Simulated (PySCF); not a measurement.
Gas-phase reaction: SiF4.NH3 + 3 SiH4 → trisilylamine + 3 H2 + SiF4

Computed with PySCF and rigid-rotor harmonic-oscillator thermochemistry at 1 bar. † marks an energy on the PBE0/def2-TZVP geometry and frequencies; other levels use their own. MP2 and CCSD(T) freeze the core. 6-31G* has spherical d functions here. All species are closed-shell singlets. Adducts (SiF4.NH3) have no counterpoise correction, and HF, PBE, BLYP, B3LYP and PBE0 lack dispersion. SiF4.NH3: computed as isolated molecules; such fragments, hydroxides, amides, oligomers or adducts are transient or little studied in the gas. MP2 isn't extrapolated to the basis-set limit. CCSD(T) isn't extrapolated to the basis-set limit.

```csv
level,"ΔH°(298 K), kJ"
CCSD(T)/def2-SVP†,___
HF/6-31G*,-37
MP2/def2-SVP†,-42
PBE/def2-SVP,___
PBE/def2-TZVP†,-64
PBE0/def2-SVP†,___
PBE0/def2-TZVP,-63
LDA/def2-TZVP†,-44
ωB97X-V/def2-TZVP†,___
```

### Question
What belongs in the gaps?

### Answer

- CCSD(T)/def2-SVP†, ΔH°(298 K), kJ: -21
- PBE/def2-SVP, ΔH°(298 K), kJ: -5
- PBE0/def2-SVP†, ΔH°(298 K), kJ: 3
- ωB97X-V/def2-TZVP†, ΔH°(298 K), kJ: -80
